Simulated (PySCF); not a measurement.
## Ir⁺ (iridium, charge +1) across methods

[Xe] 4f14 5d6 6s1 7s1, high-spin 7D determinant (an excited configuration). Computed with PySCF 2.14 in x2c-TZVPPall with one added diffuse shell each of s, p, d, f type (12s8p8d4f1g, 113 functions), with the spin-free X2C one-electron Hamiltonian (Gaussian nucleus). The B2PLYP total includes its PT2 part (frozen core); its orbital energies are those of the SCF part.

| method | E (hartree) | mean ε 5d β (eV) | mean ε 6s α (eV) | mean ε 7s α (eV) | Σ⟨r²⟩ (bohr²) | ⟨S²⟩ |
| --- | --- | --- | --- | --- | --- | --- |
| B2PLYP | -17827.38 | -23.424 | -20.355 | -6.147 | 88.15 | 12.002 |
| PBE0 | -17828.48 | -21.873 | -19.626 | -6.056 | 86.11 | 12.002 |
| r2SCAN | -17828.77 | -20.606 | -19.024 | -5.692 | 85.54 | 12.002 |
| LDA | -17817.55 | -20.438 | -19.105 | -5.759 | 84.75 | 12.001 |
| PBE | -17828.70 | -20.224 | -18.757 | -5.737 | 85.30 | 12.001 |
| BP86 | -17830.85 | -20.465 | -18.916 | -5.798 | 84.60 | 12.001 |
| r2SCAN0 | -17828.55 | -22.178 | -19.892 | -5.995 | 86.17 | 12.003 |
| UHF | -17823.28257 | -25.719 | -21.746 | -6.673 | 90.83 | 12.005 |

Spin-orbit coupling, absent here, splits the open shell strongly. The outer electron is Rydberg-like, and this basis confines it to a smaller radius and binds it less than a complete one would.
